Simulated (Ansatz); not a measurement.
One change: `O=C[SiH](O)O` becomes `O[SiH](O)CCl`.

Ansatz, PBE0-D4/def2-TZVP geometries, multiplicity 1. Each molecule was computed in one conformer, which needn't be the lowest.

```tsv
property	`O=C[SiH](O)O`
HOMO energy (B3LYP/def2-TZVPP) / eV	-7.07
HOMO–LUMO gap (ωB97M-V/def2-TZVPP) / eV	9.93
size of the dipole moment (PBE/def2-TZVPP) / D	1.22
HOMO energy (PBE0/def2-TZVPP) / eV	-7.26
LUMO energy (PBE/def2-TZVPP) / eV	-3.06
LUMO energy (ωB97M-V/def2-TZVPP) / eV	0.36
```

Task: What does the change do to each property? (An estimate is asked.)

Result: Ansatz gave: 
```csv
property,`O[SiH](O)CCl`,shift
HOMO energy (B3LYP/def2-TZVPP) / eV,-7.83,-0.76
HOMO–LUMO gap (ωB97M-V/def2-TZVPP) / eV,12.24,2.31
size of the dipole moment (PBE/def2-TZVPP) / D,1.53,0.31
HOMO energy (PBE0/def2-TZVPP) / eV,-8.05,-0.79
LUMO energy (PBE/def2-TZVPP) / eV,-0.92,2.14
LUMO energy (ωB97M-V/def2-TZVPP) / eV,1.93,1.57
```

With PBE0 the HOMO falls by 0.79 eV and the LUMO rises by 2.03 eV, so the gap widens by about 2.82 eV. PBE moves the HOMO by -0.89 eV and ωB97M-V by -0.74 eV. Dipoles are sizes alone; their direction can turn.

B3LYP here is the variant with VWN-RPA as its local correlation; programs differ in this.
